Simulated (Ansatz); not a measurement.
Wavefunction ladder for BBrH4N2 (`NB(N)Br`)

Z-matrix (Å, degrees):
```
N
B 1 1.402
H 1 1.003 2 122.0
H 1 1.004 2 123.5 3 180.0
N 2 1.402 1 125.1 3 -180.0
Br 2 1.955 1 117.5 3 0.0
H 5 1.003 2 122.0 1 -180.0
H 5 1.004 2 123.5 1 -0.0
```

The species carries charge 0 and has multiplicity 1. Correlated methods include outer-core shells of Br, which these sets cover unevenly. Scalar relativity is left out up to krypton. The geometry is a stationary point of PBE0-D4/def2-TZVP. It is one conformer, not always the lowest. Frozen core, restricted reference, Ansatz 0.2.0.

```json
{"basis": "def2-SVP", "HF (Eh)": "-2708.05091", "MP2 corr.": "-0.65279"}
{"basis": "def2-TZVPP", "HF (Eh)": "-2708.52500", "MP2 corr.": "-0.80057"}
{"basis": "def2-QZVPP", "HF (Eh)": "-2708.58097", "MP2 corr.": "-1.15620"}
```

**Question.** Estimate the CCSD correlation energy and the (T) correction in each basis where they were run (hartree).

**Answer.** 
```tsv
basis	CCSD corr.	(T)
def2-SVP	-0.67840	-0.01720
def2-TZVPP	-0.82227	-0.03090
def2-QZVPP	-1.14899	-0.03767
```
